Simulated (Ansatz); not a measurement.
Computed with Ansatz on PBE0-D4/def2-TZVP structures; ΔE is electronic, products minus reactants. CBS: MP2 limit from def2 TZ/QZ plus the TZ coupled-cluster correction, frozen cores. Functionals use def2-TZVPP. B3LYP here is the variant with VWN-RPA as its local correlation; programs differ in this. For Br outer-core shells are correlated without core-valence functions, which leaves a few kJ/mol of doubt a bond. Scalar relativity is left out up to krypton. Each species was taken in one conformer, which may not be the lowest.

Reaction (redistribution): `ClB(Cl)Br` + `O=C[SiH2]O[SiH3]` → `[SiH3]OB(Cl)Br` + `O=C[SiH2]Cl`

(1) Is it downhill or uphill in electronic energy at CCSD(T)/CBS, and by how much? (Best estimate.)

(2) What do these levels give: r2SCAN-D4, B3LYP-D4, B2PLYP, PBE0, SCS-MP2/def2-TZVPP, CCSD/CBS(def2)? (An estimate is asked.)

Largest T1 diagnostic among the species: 0.014.

## Answers

(1) Computed: Downhill: ΔE = -41.3 kJ/mol.

(2) The calculation gave: r2SCAN-D4 -41.1, B3LYP-D4 -41.1, B2PLYP -41.1, PBE0 -44.9, SCS-MP2/def2-TZVPP -37.6, CCSD/CBS(def2) -42.3 kJ/mol.

In def2-TZVPP, CCSD(T) changes the Hartree–Fock value by +7.3 kJ/mol (the triples alone add +1.0 kJ/mol) and MP2 by +9.5 kJ/mol.
